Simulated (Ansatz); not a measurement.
Reaction (ligand exchange at the Al–N bond): `NC[SiH2][NH][AlH2]` + `OC[SiH](F)F` → `F[SiH](F)C[O][AlH2]` + `NC[SiH2]N`

Calculated with Ansatz (gas phase, PBE0-D4/def2-TZVP geometries, no zero-point term in ΔE). CCSD(T)/CBS is the MP2 limit (def2-TZVPP, def2-QZVPP) plus CCSD(T) − MP2 in def2-TZVPP, frozen cores. Functionals use def2-TZVPP. B3LYP here is the variant with VWN-RPA as its local correlation; programs differ in this. One conformer a species, not always the lowest.

(1) Is it downhill or uphill in electronic energy at CCSD(T)/CBS, and by how much? (Estimate.)

(2) What do these levels give: B3LYP-D4, ωB97M-V, B2PLYP, r2SCAN, CCSD/def2-TZVPP, CCSD/CBS(def2)? (Best estimate.)

Largest T1 diagnostic among the species: 0.013.

Answers

(1) The calculation gave: Downhill: ΔE = -8.5 kcal/mol.

(2) The calculation gave: B3LYP-D4 -9.8, ωB97M-V -9.0, B2PLYP -9.6, r2SCAN -8.8, CCSD/def2-TZVPP -8.8, CCSD/CBS(def2) -8.9 kcal/mol.

In def2-TZVPP, CCSD(T) changes the Hartree–Fock value by +1.8 kcal/mol (the triples alone add +0.3 kcal/mol) and MP2 by +1.4 kcal/mol.
